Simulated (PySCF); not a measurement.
# Radial density of Nb²⁺ (niobium, charge +2)

UHF, [Kr] 4d2 5p1, one real determinant (an excited configuration). Calculation: PySCF 2.14, in aug-cc-pVTZ-DK; scalar relativity by spin-free X2C-1e.

| r (bohr) | 4πr²ρ (e/bohr) | 4πr²(ρα − ρβ) |
| --- | --- | --- |
| 0.0320 | 49.70 | 0.0013 |
| 0.0539 | 43.49 | 0.0066 |
| 0.0906 | 59.51 | 0.0254 |
| 0.152 | 53.99 | 0.1158 |
| 0.256 | 40.35 | 0.2743 |
| 0.431 | 42.88 | 0.0998 |
| 0.726 | 12.38 | 0.2092 |
| 1.22 | 9.392 | 1.2523 |
| 2.05 | 2.251 | 0.9768 |
| 3.45 | 0.4762 | 0.4639 |
| 5.81 | 0.06157 | 0.0616 |
| 9.77 | 0.0001244 | 0.0001 |

Densities and radii are taken from the X2C orbitals without a picture-change correction, which distorts them close to the nucleus.

⟨L²⟩ = 14.04 against 20 for a pure G term, so this real determinant mixes terms.
